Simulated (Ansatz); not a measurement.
This geometry of ClGaH₄S (7 atoms, charge 0, multiplicity 1) is a first-order saddle point.

Theory: RHF/def2-SVP in Ansatz.

```xyz
7
Properties=species:S:1:pos:R:3
Ga 0.089 -0.302 -0.148
Cl -0.073 -0.090 2.365
H 1.493 0.261 -0.512
H -1.332 0.020 -0.699
S 0.270 -2.602 0.548
H -1.027 -2.916 0.453
H 0.101 -1.519 1.857
```

Problem. Which two structures does it join? (They come from a converged band through this point; their orientation in space is the band's.)

Solution. Bonds broken: Ga1–Cl2, S5–H7. Bonds formed: Ga1–S5, Cl2–H7. ClGaH4S becomes ClH + GaH3S.

Image 0:

```xyz
7
Properties=species:S:1:pos:R:3
Ga 0.019 0.085 0.024
Cl -0.426 0.591 2.121
H 1.515 0.271 -0.391
H -1.231 0.027 -0.916
S 0.154 -2.680 0.471
H -1.120 -2.850 0.833
H 0.611 -2.592 1.723
```

Image 8:

```xyz
7
Properties=species:S:1:pos:R:3
Ga 0.062 -0.523 -0.443
Cl 0.046 0.019 2.788
H 1.432 0.205 -0.620
H -1.359 0.070 -0.717
S 0.198 -2.708 0.048
H -1.112 -2.972 0.046
H 0.256 -1.239 2.763
```

Problem. How far does it lie above each of them?

Solution. 118.7 kJ/mol above the first and 56.3 kJ/mol above the second. This is the barrier of this one path; another mechanism may lie lower. The orbitals stay closed-shell, which can raise the energy where a bond breaks towards radicals; this wasn't checked here.

Run time: 2.7 min on 1 thread of Arm Neoverse V1 (shared host), peak memory 0.18 GiB.
